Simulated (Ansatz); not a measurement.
One change: `[Cl][InH][GeH3]` becomes `[NH2][InH][Cl]`.

Ansatz, PBE0-D4/def2-TZVP geometries, multiplicity 1. Each molecule was computed in one conformer, which needn't be the lowest.

Elements past krypton have def2 core potentials. Scalar relativity is left out up to krypton.

```csv
property,`[Cl][InH][GeH3]`
LUMO energy (PBE/def2-TZVPP) / eV,-2.82
size of the dipole moment (B3LYP/def2-TZVPP) / D,2.92
LUMO energy (ωB97M-V/def2-TZVPP) / eV,-0.56
HOMO energy (PBE0/def2-TZVPP) / eV,-7.68
LUMO energy (B3LYP/def2-TZVPP) / eV,-2.38
HOMO–LUMO gap (ωB97M-V/def2-TZVPP) / eV,9.13
```

Problem. What does the change do to each property? (Estimate.)

Solution. Computed: 
| property | `[NH2][InH][Cl]` | shift |
| --- | --- | --- |
| LUMO energy (PBE/def2-TZVPP) / eV | -1.93 | 0.89 |
| size of the dipole moment (B3LYP/def2-TZVPP) / D | 3.09 | 0.17 |
| LUMO energy (ωB97M-V/def2-TZVPP) / eV | 0.27 | 0.83 |
| HOMO energy (PBE0/def2-TZVPP) / eV | -7.50 | 0.18 |
| LUMO energy (B3LYP/def2-TZVPP) / eV | -1.50 | 0.88 |
| HOMO–LUMO gap (ωB97M-V/def2-TZVPP) / eV | 10.12 | 0.99 |

With PBE0 the HOMO rises by 0.18 eV and the LUMO rises by 0.91 eV, so the gap widens by about 0.73 eV. PBE moves the HOMO by 0.40 eV and ωB97M-V by -0.15 eV. The zero-point energy changes by 5.4 kJ/mol with -3 modes. Dipoles are sizes alone; their direction can turn.

B3LYP here is the variant with VWN-RPA as its local correlation; programs differ in this.
